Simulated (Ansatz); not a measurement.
`C=C(Cl)CC` + `N[SiH3]` → `CCN[SiH3]` + `C=CCl` at 600 K and 1 bar (substitution at a C–C bond).

Program: Ansatz. Geometries: PBE0-D4/def2-TZVP. ΔE: electronic, gas phase. CCSD(T)/CBS adds triple-zeta CCSD(T) − MP2 to the extrapolated MP2 energy (def2 sets, frozen cores). This one scheme is used for every species. One conformer a species, not always the lowest.

| species | CCSD(T)/CBS energy (Eh) | H − E (kJ/mol) | S (J/(mol·K)) |
| --- | --- | --- | --- |
| `C=C(Cl)CC` | -616.18776 | 319.4 | 412.6 |
| `N[SiH3]` | -346.80422 | 170.6 | 320.8 |
| `CCN[SiH3]` | -425.31370 | 344.4 | 426.9 |
| `C=CCl` | -537.65823 | 144.6 | 309.8 |

H − E and S are ideal-gas, rigid-rotor, harmonic terms from PBE0-D4/def2-TZVP, for one conformer and one mirror image of each species. 1 Eh = 2625.50 kJ/mol, R = 8.31446 J/(mol·K).

**Question.** By hand: ΔE, ΔH, ΔS and ΔG.

**Answer.** ΔE = (-425.31370) + (-537.65823) − (-616.18776) − (-346.80422) = 0.02005 Eh = 52.6 kJ/mol. Δ(H − E) = 344.4 + 144.6 − 319.4 − 170.6 = -1.0, so ΔH = 51.6 kJ/mol. ΔS = 426.9 + 309.8 − 412.6 − 320.8 = 3.3 J/(mol·K). ΔG = 51.6 − 600 × (3.3)/1000 = 49.6 kJ/mol.

**Question.** By hand: the equilibrium constant, and the temperature at which ΔG would vanish if ΔH and ΔS stayed fixed.

**Answer.** log₁₀ K = −ΔG/(RT ln 10) = -4.3. ΔG = 0 at ΔH/ΔS = 15636 K, far beyond where these terms or the molecules hold.

The number of gas molecules stays the same, so ΔS is small and ΔH decides. A doubt of 5 kJ/mol in ΔE shifts log₁₀ K by 0.4 here. Other conformers and mirror images would add mixing entropy, several J/(mol·K) or more a flexible species. Modes under 60 cm⁻¹, often nearly free rotors, make the harmonic entropy too high. These are equilibria of isolated gas molecules and say nothing of rates. Largest T1 diagnostic: 0.010 (customary marks: 0.02 for closed shells, 0.045 for open ones).
